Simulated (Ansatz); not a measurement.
An input for SnH3OF (SMILES [OH][SnH2][F])

SnH3OF: 6 atoms, total charge 0, spin state singlet. SMILES: `[OH][SnH2][F]`. The coordinates come from a PBE0-D4/def2-TZVP relaxation. This is one conformer, not always the lowest. The run starts from this shape.

```xyz
6

O    -1.4144   -0.3330   -0.4250
Sn    0.3023    0.2559    0.2837
F     1.4091   -1.3151    0.3021
H    -1.3686   -0.6857   -1.3167
H     1.0961    1.3171   -0.7821
H     0.0175    0.6967    1.8919
```

Settings wanted:

```yaml
basis_set: def2-SVP
core_potential: def2-SVP
integral_approximation: automatic
task: optimise
method: DFT
functional: wB97X-V
reference: RKS
accuracy: medium
start_density: atoms
```

Question: Give an Ansatz 0.2.0 job that does this.

Answer: This one ran through:

in.yaml:
```yaml
crystal:
  periodic: [false, false, false]
  atoms:
    - {symbol: O, position_ang: [-1.414400, -0.333000, -0.425000]}
    - {symbol: Sn, position_ang: [0.302300, 0.255900, 0.283700]}
    - {symbol: F, position_ang: [1.409100, -1.315100, 0.302100]}
    - {symbol: H, position_ang: [-1.368600, -0.685700, -1.316700]}
    - {symbol: H, position_ang: [1.096100, 1.317100, -0.782100]}
    - {symbol: H, position_ang: [0.017500, 0.696700, 1.891900]}
basis:
  gaussian:
    orbitals: def2-SVP
hamiltonian:
  xc: {name: wB97X-V}
relax: {}
```

```bash
$ ansatz run in.yaml --threads 1 --pin off --max-ram 3480MiB --events-out events.jsonl --progress --plain --runs-dir runs
```

Calculated total energy at the end of the run: -390.96234 Eh.
